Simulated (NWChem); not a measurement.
Everything below was run with NWChem. System: H2Cl2Si, charge 0, spin multiplicity 1, at a geometry optimised with PBE0/def2-SVP. The structure started from a generated list of species. Level: TDA-CAM-B3LYP/def2-SVPD.

Job file:

```
start mol
memory heap 200 mb stack 900 mb global 1100 mb
geometry units angstroms nocenter noautoz
  Si     0.000000     0.000000     0.768927
  Cl    -1.683952     0.000000    -0.410357
  Cl     1.683952     0.000000    -0.410357
  H      0.000000    -1.233025     1.593580
  H      0.000000     1.233025     1.593580
  symmetry group C2v
end
basis spherical
  * library def2-svpd
end
dft
  xc xcamb88 1.00 lyp 0.81 vwn_5 0.19 hfexch 1.00
  cam 0.33 cam_alpha 0.19 cam_beta 0.46
  direct
  iterations 100
end
tddft
  cis
  nroots 5
  notriplet
  thresh 1e-4
end
task tddft energy
```

NWChem printed:

```
             Northwest Computational Chemistry Package (NWChem) 7.3.0
             --------------------------------------------------------

                                NWChem Input Module
                                -------------------

 Scaling coordinates for geometry "geometry" by  1.889725989
 (inverse scale =  0.529177249)

 Turning off AUTOSYM since
 SYMMETRY directive was detected!

                             Geometry "geometry" -> ""
                             -------------------------

 Output coordinates in angstroms (scale by  1.889725989 to convert to a.u.)

  No.       Tag          Charge          X              Y              Z
 ---- ---------------- ---------- -------------- -------------- --------------
    1 Si                  14.0000     0.00000000     0.00000000     0.76892700
    2 Cl                  17.0000    -1.68395200     0.00000000    -0.41035700
    3 Cl                  17.0000     1.68395200     0.00000000    -0.41035700
    4 H                    1.0000     0.00000000    -1.23302500     1.59358000
    5 H                    1.0000     0.00000000     1.23302500     1.59358000

 Effective nuclear repulsion energy (a.u.)     190.5729454024

            Nuclear Dipole moment (a.u.)
            ----------------------------
        X                 Y               Z
 ---------------- ---------------- ----------------
     0.0000000000     0.0000000000    -0.0000000000

      Symmetry information
      --------------------

 Group name             C2v
 Group number             16
 Group order               4
 No. of unique centers     3

      Symmetry unique atoms

     1    2    4


 Summary of "ao basis" -> "" (spherical)
 ------------------------------------------------------------------------------
       Tag                 Description            Shells   Functions and Types
 ---------------- ------------------------------  ------  ---------------------
 *                         def2-svpd                  on all atoms

                                 NWChem DFT Module
                                 -----------------

 Summary of "ao basis" -> "ao basis" (spherical)
 ------------------------------------------------------------------------------
       Tag                 Description            Shells   Functions and Types
 ---------------- ------------------------------  ------  ---------------------
 Si                        def2-svpd                10       24   5s3p2d
 Cl                        def2-svpd                11       27   5s4p2d
 H                         def2-svpd                 4        8   2s2p

 Summary of "ao basis" -> "ao basis" (spherical)
 ------------------------------------------------------------------------------
       Tag                 Description            Shells   Functions and Types
 ---------------- ------------------------------  ------  ---------------------
 Si                        def2-svpd                10       24   5s3p2d
 Cl                        def2-svpd                11       27   5s4p2d
 H                         def2-svpd                 4        8   2s2p

      Symmetry analysis of basis
      --------------------------

        a1         37
        a2         12
        b1         26
        b2         19

  int_init: cando_txs set to always be  F

            General Information
            -------------------
          SCF calculation type: DFT
          Wavefunction type:  closed shell.
          No. of atoms     :     5
          No. of electrons :    50
           Alpha electrons :    25
            Beta electrons :    25
          Charge           :     0
          Spin multiplicity:     1
          Use of symmetry is: off; symmetry adaption is: on
          Maximum number of iterations: 100
          This is a Direct SCF calculation.
          AO basis - number of functions:    94
                     number of shells:    40
          Convergence on energy requested:  1.00D-06
          Convergence on density requested:  1.00D-05
          Convergence on gradient requested:  5.00D-04

              XC Information
              --------------
                     Hartree-Fock (Exact) Exchange  1.000
                   CAM-Becke88 Exchange Functional  1.000
                      VWN V Correlation Functional  0.190 local
              Lee-Yang-Parr Correlation Functional  0.810

           Range-Separation Parameters
           ---------------------------
           Alpha           :  0.19
           Beta            :  0.46
           Gamma           :  0.33
           Short-Range HF  :     F

             Grid Information
             ----------------
          Grid used for XC integration:  medium
          Radial quadrature: Mura-Knowles
          Angular quadrature: Lebedev.
          Tag              B.-S. Rad. Rad. Pts. Rad. Cut. Ang. Pts.
          ---              ---------- --------- --------- ---------
          Si                  1.10       88          11.0       590
          Cl                  1.00       88          13.0       590
          H                   0.35       45          11.0       434
          Grid pruning is: on
          Number of quadrature shells:   354
          Spatial weights used:  Erf1

          Convergence Information
          -----------------------
          Convergence aids based upon iterative change in
          total energy or number of iterations.
          Levelshifting, if invoked, occurs when the
          HOMO/LUMO gap drops below (HL_TOL):  1.00D-02
          DIIS, if invoked, will attempt to extrapolate
          using up to (NFOCK): 10 stored Fock matrices.
[...]
              --------------
              Hartree-Fock (Exact) Exchange   1.00
            CAM-Becke88 Exchange Functional   1.00
               VWN V Correlation Functional   0.19 local
       Lee-Yang-Parr Correlation Functional   0.81
           Alpha           :  0.19
           Beta            :  0.46
           Gamma           :  0.33

             TDDFT Information
             -----------------
          Calculation type : Tamm-Dancoff TDDFT
         Wavefunction type : Restricted singlets
          No. of electrons :      50
           Alpha electrons :      25
            Beta electrons :      25
              No. of roots :       5
          Max subspacesize :    5000
            Max iterations :     100
               Target root :       1
           Target symmetry : none
      Symmetry restriction : off
                 Algorithm : Optimal
        Davidson threshold :  0.10D-03

            Memory Information
            ------------------
          Available GA space size is         144170364 doubles
          Available MA space size is         110623284 doubles
          Length of a trial vector is         1725
          Algorithm : Incore multiple tensor contraction
          Estimated peak GA usage is          26263573 doubles
          Estimated peak MA usage is             13000 doubles

    5 smallest eigenvalue differences (eV)
--------------------------------------------------------
  No. Spin  Occ  Vir  Irrep   E(Occ)    E(Vir)   E(Diff)
--------------------------------------------------------
    1    1   25   26 b2       -0.387     0.023    11.178
    2    1   25   27 a2       -0.387     0.030    11.359
    3    1   24   26 b1       -0.399     0.023    11.493
    4    1   25   28 b2       -0.387     0.038    11.570
    5    1   24   27 a1       -0.399     0.030    11.673
--------------------------------------------------------

  Entering Davidson iterations
  Restricted singlet excited states

  Iter   NTrls   NConv    DeltaV     DeltaE      Time
  ----  ------  ------  ---------  ---------  ---------
    1      5       0     0.81E-01   0.10+100       12.3
    2     10       0     0.42E-01   0.15E-01       13.9
    3     15       0     0.19E-01   0.49E-02       23.3
    4     20       0     0.13E-01   0.10E-02       25.2
    5     25       0     0.40E-01   0.50E-02       22.8
    6     30       0     0.17E-01   0.38E-02       22.1
    7     35       1     0.10E-01   0.56E-03       16.7
    8     39       1     0.48E-02   0.20E-03       14.3
    9     43       3     0.27E-02   0.55E-04       13.9
   10     45       3     0.15E-02   0.15E-04       17.2
   11     47       4     0.46E-03   0.23E-05       17.2
   12     48       4     0.14E-03   0.24E-06       16.6
   13     49       5     0.91E-04   0.30E-07       17.4
  ----  ------  ------  ---------  ---------  ---------
  Convergence criterion met

  Ground state a1      -1210.849451367290 a.u.

  ----------------------------------------------------------------------------
  Root   1 singlet b2             0.277355707 a.u.                7.5472 eV
  ----------------------------------------------------------------------------
     Transition Moments    X  0.00000   Y -0.28972   Z -0.00000
     Transition Moments   XX -0.00000  XY -0.00000  XZ  0.00000
     Transition Moments   YY -0.00000  YZ -0.37478  ZZ -0.00000
     Dipole Oscillator Strength                    0.0155203489
     Electric Quadrupole                           0.0000000160
     Magnetic Dipole                               0.0000026285
     Total Oscillator Strength                     0.0155229934

          sigma_e =   2.2548 Angstrom
          sigma_h =   2.0360 Angstrom
         |d_h->e| =   0.1444 Angstrom
            d_exc =   2.8740 Angstrom
            d_CD1 =   0.3632 Angstrom
            d_CD2 =  -2.0010 Angstrom
            d_CD3 =   3.0183 Angstrom
     Pearson C.C. =   0.1079

     Occ.   21  b2  ---  Virt.   29  a1       0.05049
     Occ.   23  a2  ---  Virt.   27  b1       0.09224
     Occ.   23  a2  ---  Virt.   44  b1      -0.05524
     Occ.   25  b2  ---  Virt.   26  a1       0.96267
     Occ.   25  b2  ---  Virt.   28  a1       0.10959
     Occ.   25  b2  ---  Virt.   29  a1      -0.11569
     Occ.   25  b2  ---  Virt.   31  a1       0.10394
     Occ.   25  b2  ---  Virt.   37  a1       0.11217
  ----------------------------------------------------------------------------
  Root   2 singlet a2             0.285038120 a.u.                7.7563 eV
  ----------------------------------------------------------------------------
     Transition Moments    X -0.00000   Y -0.00000   Z  0.00000
     Transition Moments   XX  0.00000  XY -0.37462  XZ  0.00000
     Transition Moments   YY -0.00000  YZ  0.00000  ZZ -0.00000
     Dipole Oscillator Strength                    0.0000000000
     Electric Quadrupole                           0.0000000173
     Magnetic Dipole                               0.0000048579
     Total Oscillator Strength                     0.0000048753

          sigma_e =   2.2639 Angstrom
          sigma_h =   2.0229 Angstrom
         |d_h->e| =   0.5002 Angstrom
            d_exc =   2.8399 Angstrom
            d_CD1 =   0.7412 Angstrom
            d_CD2 =  -1.6432 Angstrom
            d_CD3 =   3.3401 Angstrom
     Pearson C.C. =   0.1531

     Occ.   21  b2  ---  Virt.   27  b1       0.06824
     Occ.   23  a2  ---  Virt.   26  a1      -0.22807
     Occ.   23  a2  ---  Virt.   28  a1      -0.05099
     Occ.   23  a2  ---  Virt.   29  a1      -0.07453
     Occ.   23  a2  ---  Virt.   40  a1      -0.05464
     Occ.   25  b2  ---  Virt.   27  b1      -0.94701
     Occ.   25  b2  ---  Virt.   32  b1      -0.10449
     Occ.   25  b2  ---  Virt.   35  b1       0.08170
     Occ.   25  b2  ---  Virt.   44  b1       0.05492
  ----------------------------------------------------------------------------
  Root   3 singlet b1             0.294763835 a.u.                8.0209 eV
  ----------------------------------------------------------------------------
     Transition Moments    X -0.39089   Y -0.00000   Z -0.00000
     Transition Moments   XX -0.00000  XY -0.00000  XZ  0.09525
     Transition Moments   YY  0.00000  YZ -0.00000  ZZ  0.00000
     Dipole Oscillator Strength                    0.0300256348
     Electric Quadrupole                           0.0000000012
     Magnetic Dipole                               0.0000006975
     Total Oscillator Strength                     0.0300263336

          sigma_e =   2.3591 Angstrom
          sigma_h =   2.0102 Angstrom
         |d_h->e| =   0.5847 Angstrom
            d_exc =   2.8971 Angstrom
            d_CD1 =   0.9336 Angstrom
            d_CD2 =  -1.5999 Angstrom
            d_CD3 =   3.4817 Angstrom
     Pearson C.C. =   0.1639

     Occ.   22  a1  ---  Virt.   27  b1      -0.40707
     Occ.   22  a1  ---  Virt.   35  b1       0.06622
     Occ.   24  b1  ---  Virt.   26  a1       0.87607
     Occ.   24  b1  ---  Virt.   28  a1       0.05186
     Occ.   24  b1  ---  Virt.   29  a1       0.05980
     Occ.   24  b1  ---  Virt.   31  a1       0.14601
     Occ.   24  b1  ---  Virt.   37  a1       0.10634
  ----------------------------------------------------------------------------
  Root   4 singlet a2             0.301801814 a.u.                8.2124 eV
  ----------------------------------------------------------------------------
     Transition Moments    X  0.00000   Y -0.00000   Z -0.00000
     Transition Moments   XX -0.00000  XY -1.33421  XZ  0.00000
     Transition Moments   YY -0.00000  YZ  0.00000  ZZ  0.00000
     Dipole Oscillator Strength                    0.0000000000
     Electric Quadrupole                           0.0000002606
     Magnetic Dipole                               0.0000000353
     Total Oscillator Strength                     0.0000002959

          sigma_e =   2.2560 Angstrom
          sigma_h =   1.9932 Angstrom
         |d_h->e| =   0.6443 Angstrom
            d_exc =   2.9128 Angstrom
            d_CD1 =   0.9071 Angstrom
            d_CD2 =  -1.4803 Angstrom
            d_CD3 =   3.5570 Angstrom
     Pearson C.C. =   0.1105

     Occ.   23  a2  ---  Virt.   26  a1      -0.93558
     Occ.   23  a2  ---  Virt.   28  a1      -0.08000
     Occ.   23  a2  ---  Virt.   29  a1       0.05306
     Occ.   23  a2  ---  Virt.   31  a1      -0.13971
     Occ.   23  a2  ---  Virt.   37  a1      -0.14896
     Occ.   25  b2  ---  Virt.   27  b1       0.22018
     Occ.   25  b2  ---  Virt.   32  b1       0.11427
  ----------------------------------------------------------------------------
  Root   5 singlet a1             0.305148244 a.u.                8.3035 eV
  ----------------------------------------------------------------------------
     Transition Moments    X  0.00000   Y -0.00000   Z -0.51174
     Transition Moments   XX -1.08738  XY  0.00000  XZ -0.00000
     Transition Moments   YY  0.01450  YZ  0.00000  ZZ -0.03909
     Dipole Oscillator Strength                    0.0532745672
     Electric Quadrupole                           0.0000000584
     Magnetic Dipole                               0.0000000000
     Total Oscillator Strength                     0.0532746256

          sigma_e =   2.3932 Angstrom
          sigma_h =   2.0029 Angstrom
         |d_h->e| =   0.7955 Angstrom
            d_exc =   2.9271 Angstrom
            d_CD1 =   1.1858 Angstrom
            d_CD2 =  -1.4026 Angstrom
            d_CD3 =   3.7226 Angstrom
     Pearson C.C. =   0.1882

     Occ.   20  a1  ---  Virt.   26  a1       0.11794
     Occ.   22  a1  ---  Virt.   26  a1       0.53195
     Occ.   22  a1  ---  Virt.   29  a1       0.08819
     Occ.   22  a1  ---  Virt.   31  a1       0.07122
     Occ.   22  a1  ---  Virt.   37  a1       0.07113
     Occ.   24  b1  ---  Virt.   27  b1      -0.79650
     Occ.   24  b1  ---  Virt.   35  b1       0.10044
     Occ.   24  b1  ---  Virt.   44  b1       0.05273
     Occ.   25  b2  ---  Virt.   30  b2       0.10175
     Occ.   25  b2  ---  Virt.   33  b2       0.09141

              Target root =      1
          Target symmetry = none
      Ground state energy =  -1210.849451367290
        Excitation energy =      0.277355706619
     Excited state energy =  -1210.572095660671

  stored tddft:energy   -1210.5720956606715

 Task  times  cpu:      260.1s     wall:      260.1s

 Total times  cpu:      260.2s     wall:      260.2s
```
